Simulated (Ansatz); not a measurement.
```xyz
2

Mg    0.0000    0.0000    0.0000
O     0.0000    0.0000    1.9676
```

Basis set: cc-pVTZ on O; cc-pCVTZ on Mg (spherical functions). Correlated methods keep 2 orbitals frozen. Charge 0, multiplicity 1.

Computed with Ansatz (development build ahead of 0.2.0); the reference of a correlated method needn't be the lowest determinant of its kind. Restricted open shells among the atoms or ions are ROHF, correlated in semicanonical orbitals with singles.

Task: Give the atomization energy at this shape (free ground-state atoms in the same class of orbitals less the molecule, no zero-point energy) of singlet MgO by UHF-CCSD(T), UHF-CCSD, RHF-CCSD(T), RHF-CCSD.

Result:

```csv
method,atomization energy
UHF-CCSD(T),2.02 eV
UHF-CCSD,1.93 eV
RHF-CCSD(T),1.98 eV
RHF-CCSD,1.48 eV
```

Caution: the shape is not the minimum. Caution for UHF-CCSD(T), UHF-CCSD: the unrestricted determinant is a mixture of spin states. Caution for RHF-CCSD(T), RHF-CCSD: an unrestricted determinant lies well below; other determinants can give a lower correlated total.
